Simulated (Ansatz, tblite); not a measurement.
Cost and result up the ladder for Be2Te2 (4 atoms). The state is a singlet with charge 0. Geometry: PBE0-D4/def2-TZVP.

```
atom   x (Å)   y (Å)   z (Å)
 Be1  -0.428   0.314  -0.898
 Be2   0.428  -0.314   0.898
 Te3  -1.541  -1.255   0.296
 Te4   1.541   1.255  -0.296
```

Ansatz on 4 threads of Arm Neoverse V1 on a shared host; xTB runs through tblite on one thread. Times are rough, summed over both states, and most runs start from the orbitals of an earlier one. PBE0-D4/def2-TZVP serves as the yardstick here, not as an exact answer. The other state is a doublet.

In the def2 sets Te takes a core potential; there is no spin–orbit coupling. The xTB rows come from tblite. Correlated methods freeze 8 core orbitals; core or outer-core shells of Te are correlated, in sets that lack core-valence functions. The structure comes from a short search, and lower isomers may exist.

Run but left out: MP2/def2-TZVPP (charge +1 doublet: ⟨S²⟩ 0.92, where a pure state has 0.75).

Correlated methods converge slowly with the basis.

Raw xTB energies of ions are shifted by several eV.

```csv
level,functions,wall time,vertical IE (eV),difference from PBE0-D4/def2-TZVP (eV),remarks
GFN1-xTB,26,0.005 s,11.80,3.88,–
GFN2-xTB,26,0.01 s,10.70,2.78,–
PBE-D4/def2-TZVP,138,2.9 s,7.78,-0.14,–
PBE0-D4/def2-TZVP,138,4 s,7.92,0.00,–
r2SCAN-D4/def2-TZVP (with forces),138,6.5 s,7.86,-0.06,–
CCSD(T)/def2-TZVPP,138,47 s,7.98,0.06,spin-contaminated (⟨S²⟩ 0.92) (+1 doublet)
```
